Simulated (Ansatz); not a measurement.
```yaml
crystal:
  periodic: [false, false, false]
  atoms:
    - {symbol: Al, position_ang: [-0.675376, 1.078173, 0.497117]}
    - {symbol: C, position_ang: [0.357724, -0.672547, 0.100850]}
    - {symbol: S, position_ang: [0.164270, -0.840891, 1.825168]}
    - {symbol: Se, position_ang: [1.251568, -1.958354, -1.014642]}
    - {symbol: H, position_ang: [0.238815, 2.456253, 0.650940]}
    - {symbol: H, position_ang: [-2.313528, 1.045638, 0.225137]}
    - {symbol: H, position_ang: [1.040788, -1.179776, -2.332450]}
basis:
  gaussian: {orbitals: cc-pVTZ-PP}
hamiltonian: {xc: {name: LC-wPBE}}
```

```sh
$ ansatz run in.yaml --threads 2 --pin off --events-out ev --progress --plain --max-ram 4352MiB
```

It prints (some lines left out):

```
Functional definition: LC-wPBE
Error: <dir> the basis set cc-pVTZ-PP has no functions for Al
```

(1) Something in this input is off. What?

Results:

(1) The basis set is misnamed or doesn't suit the job. The program refused the input.
